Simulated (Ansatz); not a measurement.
The same path of CH5NO2Si (10 atoms, charge 0, multiplicity 1) was run twice with different band settings. The coordinate that changes most is the height of N1 over the plane of its neighbours.

All numbers below come from Ansatz, RKS PBE0-D4/6-31G*.

Relaxed end points:

```xyz
10
Properties=species:S:1:pos:R:3
N -0.700 0.942 1.298
C 0.314 0.498 0.436
O 0.568 -0.895 0.611
Si 0.337 -1.111 -1.041
O -0.010 0.525 -0.992
H -0.843 1.942 1.209
H -1.573 0.459 1.108
H 1.218 1.095 0.595
H -0.783 -2.015 -1.420
H 1.556 -1.490 -1.801
```

```xyz
10
Properties=species:S:1:pos:R:3
N -0.821 1.217 0.949
C 0.255 0.630 0.269
O 0.555 -0.758 0.633
Si 0.358 -1.161 -0.979
O -0.035 0.469 -1.118
H -0.593 1.378 1.924
H -1.650 0.633 0.890
H 1.159 1.229 0.424
H -0.739 -2.115 -1.294
H 1.594 -1.572 -1.696
```

Common settings: spring 5.0 eV/Å²; optimiser quadratic models (default); start path IDPP; force threshold 0.03 eV/Å; end points relaxed.

| run | movable images | climbing image | iteration limit |
| --- | --- | --- | --- |
| 1 | 5 | yes | 58 |
| 2 | 4 | no | 60 |

What does each run give, and how far can it be trusted?

Run 1: converged after 5 iterations, highest image 0.132 eV above the first end. A vibrational analysis at the climbing image gives one clearly imaginary mode, 554i cm⁻¹: a first-order saddle point.
Run 2: converged after 5 iterations, highest image 0.103 eV above the first end. No image climbed, so the highest image needn't sit at the top of the path.
